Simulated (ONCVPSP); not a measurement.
# Ag: excitation energies, all-electron against ONCV

Ag (Z = 47), optimised norm-conserving Vanderbilt (ONCV), made with ONCVPSP 4.0.1 (PBEsol, scalar-relativistic). Core [Kr], reference 4d10 5s1. Waves: 5s: rc 2.45 bohr, ncon 4, nbas 7, qcut 2.1 1/bohr, 3 projectors, debl 4 Ha; p scattering state at 0.18 Ha: rc 2.30 bohr, ncon 3, nbas 8, qcut 3.7 1/bohr, 1 projector; 4d: rc 1.80 bohr, ncon 4, nbas 9, qcut 7.5 1/bohr, 2 projectors, debl 1.1 Ha. Local part: polynomial inside 1.15 bohr (lpopt 5, dvloc0 4 Ha). Core correction: Teter function, fcfact 2.5, rcfact 1.

Energies are relative to the spin-unpolarised reference configuration 4d10 5s1; without spin polarisation the order of configurations can differ from experiment.

| valence configuration | charge | ΔE all-electron (eV) | error AE − PS (meV) |
| --- | --- | --- | --- |
| 4d10 5s0 | +1 | 7.746 | +0.7 |
| 4d10 5s0 5p1 | 0 | 3.930 | -2.2 |

Problem. What are ΔE and the potential's error for 4d8 5s0?

Solution. ΔE = 66.042 eV all-electron; the error (AE − PS) is -79 meV.

Problem. What are ΔE and the potential's error for 4d9 5s0?

Solution. ΔE = 29.860 eV all-electron; the error (AE − PS) is +2.8 meV.

Note: ghosts flagged at negative energy: p at -15.4 eV; GHOST(+) flagged for s at 87.9 eV. A true bound ghost makes a file unfit for plane-wave use.
